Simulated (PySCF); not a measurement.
Some computed properties have been withheld. Give your best values.

Species: phenylsilane, C₆H₈Si.
Bonds: Si1–C2, C2–C3 (aromatic), C3–C4 (aromatic), C4–C5 (aromatic), C5–C6 (aromatic), C6–C7 (aromatic), C2–C7 (aromatic). Hydrogens: H8, H9, H10 on Si1; H11 on C3; H12 on C4; H13 on C5; H14 on C6; H15 on C7.

```tsv
property	level	value
point group of the GFN2-xTB geometry	GFN2-xTB	?
rotational constants A, B, C of the GFN2-xTB geometry	GFN2-xTB	5.454, 1.500, 1.193 GHz
dipole moment	CAM-B3LYP/def2-SVPD	0.66 D
HOMO energy	CAM-B3LYP/def2-SVPD	?
LUMO energy	CAM-B3LYP/def2-SVPD	?
lowest singlet excitation	TDDFT CAM-B3LYP/def2-SVPD	?
strongest line among the 8 lowest singlet transitions	TDDFT CAM-B3LYP/def2-SVPD	?
lowest triplet excitation (Tamm–Dancoff)	TDA CAM-B3LYP/def2-SVPD	4.11 eV
static isotropic polarisability	CAM-B3LYP/def2-SVPD	93.9 au
electronic spatial extent ⟨r²⟩ about the centre of nuclear charge	CAM-B3LYP/def2-SVPD	?
```

Electronic properties: PySCF, gas phase, density fitting.

Task: What is the point group of the GFN2-xTB geometry?

Result: Cs.

Task: What is the electronic spatial extent ⟨r²⟩ about the centre of nuclear charge?

Result: 996 bohr².

Task: Give the HOMO energy.

Result: -8.59 eV.

Task: What is the strongest line among the 8 lowest singlet transitions?

Result: S5 at 7.01 eV (177 nm, f = 0.806).

Task: The lowest singlet excitation?

Result: 5.45 eV (227 nm, f = 0.002).

Task: Give the LUMO energy.

Result: 0.44 eV.

The rotational constants make it an asymmetric top with κ = (2B − A − C)/(A − C) = -0.86, nearer the prolate limit (−1). The vertical singlet–triplet gap S1 − T1 is 1.34 eV (TDDFT singlet less Tamm–Dancoff triplet; S1: HOMO−1→LUMO, weight 0.53, beside HOMO→LUMO+1, weight 0.43; T1: HOMO→LUMO, weight 0.57, beside HOMO−1→LUMO+1, weight 0.34). The largest Löwdin shares of the HOMO are 0.23 on C2, 0.22 on C5, 0.13 on C7 and 0.13 on C4.

For the TDDFT job (CAM-B3LYP/def2-SVPD), time: 27 s wall. Hardware: an x86-64 server with one thread, shared host.
